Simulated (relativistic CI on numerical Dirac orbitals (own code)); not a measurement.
## Tm²⁺ (4f13) in a crystal field

Calculated by Dirac-Coulomb-Breit CI, orbitals from a KLI potential per configuration, model QED, valence Slater integrals scaled by 0.85, one configuration in a parametric crystal field (own radial code).

Field parameters in Wybourne normalisation; cubic f-shell fields have B⁴₄ = √(5/14) B⁴₀ and B⁶₄ = −√(7/2) B⁶₀. The field is a parameter set, without covalency.

S is read from ⟨S²⟩ = S(S + 1).

Levels (cm⁻¹, degeneracy): 0 (2), 257 (2), 362 (4), 8831 (2), 9018 (4).

Which field gives this pattern?
A. Oh, B40 = -1090, B60 = 370 cm⁻¹
B. Oh, B40 = 1130, B60 = 210 cm⁻¹
C. Oh, B40 = -700, B60 = 510 cm⁻¹

C. Oh, B40 = -700, B60 = 510 cm⁻¹, ground level with S = 0.50.
